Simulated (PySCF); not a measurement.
**Electron correlation in V (vanadium, neutral)**

[Ar] 3d3 4s2, high-spin 4F determinant. All numbers are calculated (PySCF 2.14, no relativity, point nucleus, in cc-pVDZ). Frozen: [Ar]; 5 electrons correlated.

MP2 pair energies summed by pair of shells (mhartree):

| pair | energy | share (%) |
| --- | --- | --- |
| 4s-4s | -19.77 | 40.4 |
| 3d-4s | -15.17 | 31.0 |
| 3d-3d | -13.95 | 28.5 |

Total MP2 correlation energy: -48.89 mhartree.

Same-spin part -20.33 and opposite-spin part -28.55 mhartree; SCS-MP2 scales them by 1/3 and 6/5 to -41.04 mhartree.
